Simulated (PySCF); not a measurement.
Ta(NH)(F)(OH)2 (FH3NO2Ta), SMILES [NH]=[Ta]([OH])([OH])[F], multiplicity 1.

Geometry: B3LYP-D3(BJ)/def2-SVP. The spin state was assumed, not searched. The structure was generated by enumeration; whether it is a known compound was not checked. The def2 effective core potentials stand for the cores of Ta; spin–orbit coupling is left out. The values are those of a single conformer.

These are M06-2X/def2-TZVP in PySCF values and carry that method's errors.

Symmetry labels are those of the subgroup Cs that the program uses (full group Cs).

Computed valence orbital energies around the gap with their symmetry:
| orbital | symmetry | energy (eV) |
|---|---|---|
| HOMO−7 | A" | -14.05 |
| HOMO−6 | A' | -13.63 |
| HOMO−5 | A' | -12.56 |
| HOMO−4 | A" | -12.02 |
| HOMO−3 | A' | -11.78 |
| HOMO−2 | A" | -11.31 |
| HOMO−1 | A" | -9.38 |
| HOMO | A' | -9.33 |
| LUMO | A' | 0.16 |
| LUMO+1 | A" | 0.62 |
| LUMO+2 | A' | 0.84 |
| LUMO+3 | A' | 0.91 |
